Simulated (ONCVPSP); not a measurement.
**Dy (Z = 66): one change to an ONCV potential, before and after**

```json
{"Element": "dysprosium", "Generator": "ONCVPSP 4.0.1", "Type": "optimised norm-conserving Vanderbilt (ONCV)", "Functional": "PBE", "Relativity": "scalar-relativistic", "Frozen core": "[Kr] 4d10 4f9", "Valence charge": "11", "Reference configuration": "5s2 5p6 5d1 6s1 6p1", "Partial waves": "5s+6s: rc 2.35 bohr, ncon 3, nbas 7, qcut 4.9 1/bohr, 2 projectors; 5p+6p: rc 2.50 bohr, ncon 4, nbas 8, qcut 5.1 1/bohr, 2 projectors; 5d: rc 2.85 bohr, ncon 5, nbas 10, qcut 5.5 1/bohr, 2 projectors, debl 2.6 Ha", "Local potential": "polynomial inside 1.90 bohr (lpopt 5, dvloc0 0 Ha)", "Core correction": "polynomial model core, fcfact 0.25"}
```

Change: s: qcut 4.5; p: qcut 4.7; d: qcut 5.1.

Cutoffs: the cutoffs (Ha) at which the residual kinetic energy of the hardest occupied pseudo-wave falls to 1 and 0.1 mHa per electron; they do not see the model core or the augmentation charge, which bear on the density cutoff. Errors are all-electron minus pseudo energies relative to the spin-unpolarised reference configuration.

Task: How do hardness, ghosts and transferability respond?

Result: The potential gets neither clearly harder nor softer (8.9 Ha and 11 Ha → 8.5 Ha and 10 Ha); the d channel sets the loose cutoff, while the largest relative change is in s, which becomes softer; the errors of the 4 common tests hardly move; neither file shows a bound ghost.

| quantity | base | changed |
| --- | --- | --- |
| cutoff, loose | 8.9 Ha | 8.5 Ha |
| cutoff, tight | 11 Ha | 10 Ha |
| loose cutoff by channel | s 6.3 Ha, p 8.1 Ha, d 8.9 Ha | s 4.3 Ha, p 7.8 Ha, d 8.5 Ha |
| bound ghosts | none | none |
| GHOST(+) flags under 300 eV | none | none |
| error for 5s2 5p6 5d1 6s2 6p0, meV [ΔE -3.02 eV] | -1.2 | -1.3 |
| error for 5s2 5p6 5d1 6s1 6p0, meV [ΔE 3.82 eV] | -1.7 | -1.7 |
| error for 5s2 5p6 5d1 6s0 6p0, meV [ΔE 16.25 eV] | -17 | -17 |
| error for 5s2 5p6 5d0 6s0 6p0, meV [ΔE 36.17 eV] | -113 | -112 |
| s: phases at 2.38 bohr within 0.05 rad from the reference energy up to (Ha; the scan ends near 5) | 3.0 | 2.8 |
| p: phases at 2.54 bohr within 0.05 rad from the reference energy up to (Ha; the scan ends near 5) | 4.0 | 3.9 |
| d: phases at 2.90 bohr within 0.05 rad from the reference energy up to (Ha; the scan ends near 5) | 4.7 | 4.6 |
| rms error of d²Exc/dni dnj with the model core, mHa | 0.57 | 0.67 |
